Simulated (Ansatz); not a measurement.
Program: Ansatz 0.2.0.

A structure relaxed at PBE0-D4/def2-TZVP, charge 0, multiplicity 1:

Cartesian coordinates in Å:
```
B -0.8550 -1.9029 -0.2810
C -0.5211 -0.4515 -0.7047
N 0.1712 0.4129 0.2298
B -0.0214 0.3420 1.6003
C 0.9802 1.4325 -0.4012
H -1.6603 -2.5125 -0.9233
H -0.2425 -2.4567 0.5808
H -1.3618 0.0759 -1.1753
H 0.1479 -0.6815 -1.5643
H 0.5491 1.1191 2.3104
H -0.7679 -0.4848 2.0415
H 0.3733 2.0548 -1.0691
H 1.7787 0.9819 -1.0017
H 1.4295 2.0707 0.3578
```

(1) Give its formula and SMILES.

(2) Point group (tolerance 0.08 Å, 0.16 Å for H)?

(3) Summarise the bond lengths by kind.

Results:

(1) C2H9B2N, `BCN(B)C`.

(2) C1.

(3) 1 × B–C 1.548 Å; 4 × B–H 1.194 to 1.198 Å; 2 × C–N 1.446 to 1.449 Å; 5 × C–H 1.089 to 1.113 Å; 1 × B–N 1.386 Å.
